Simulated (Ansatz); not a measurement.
```xyz
13

C    -0.4339   -1.1192    2.3548
O     0.0084   -0.1295    1.4516
Si   -0.1537   -0.1991   -0.1539
F     0.5864   -1.4906   -0.7306
O     0.5367    1.1451   -0.7242
C     0.6416    1.4864   -2.0893
H    -1.4846   -1.3797    2.1867
H     0.1719   -2.0262    2.2715
H    -0.3340   -0.7221    3.3655
H    -1.5637   -0.3369   -0.5773
H     0.9989    2.5147   -2.1534
H    -0.3268    1.4234   -2.5977
H     1.3529    0.8338   -2.6038
```

Total charge 0; spin multiplicity 1.

List the ωB97M-V/def2-TZVPP orbital energies in eV (Ansatz). (An estimate is asked.)

Ansatz gave: Occupied: -1808.24, -677.28, -526.25, -526.25, -282.94, -282.94, -149.10, -103.26, -103.22, -103.20, -35.88, -31.65, -31.20, -22.57, -21.88, -18.25, -16.49, -16.49, -16.05, -15.50, -15.40, -14.89, -14.85, -14.54, -13.22, -11.66, -11.65, -11.13, -10.94. Lowest empty: 2.60, 2.96, 3.33, 3.59, 4.19, 4.69, 4.80, 4.92.
